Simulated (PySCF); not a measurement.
The numbers are results of PySCF with B3LYP-D3(BJ)/def2-TZVP // PBE0-D4/def2-TZVP, not measurements. Isolated molecules, 0 K electronic values unless said otherwise. B3LYP has the VWN-RPA correlation part, as in Gaussian. Excitations are Tamm–Dancoff values on a coarser integration grid. The basis has no diffuse functions, so Rydberg states are missing or too high.

Reference species (SMILES): `[Br][Ga]([Br])[Br]` (neutral, multiplicity 1).

```
Property               Value
-------------------  -------
S1–T1 gap (TDA)      0.33 eV
S1 excitation (TDA)  4.90 eV
HOMO–LUMO gap        5.89 eV
```

Changed species: `[Ga]([F])([F])[Br]` (1 of 3 F replaced by Br; the reference has 3 of 3 F replaced by Br).

Task: What does the change do to the S1–T1 gap (TDA), S1 excitation (TDA) and HOMO–LUMO gap?

Result: the S1–T1 gap (TDA) goes up by 0.08 eV, to 0.41 eV; the S1 excitation (TDA) increases by 0.57 eV, to 5.47 eV; the HOMO–LUMO gap increases by 0.67 eV, to 6.56 eV.
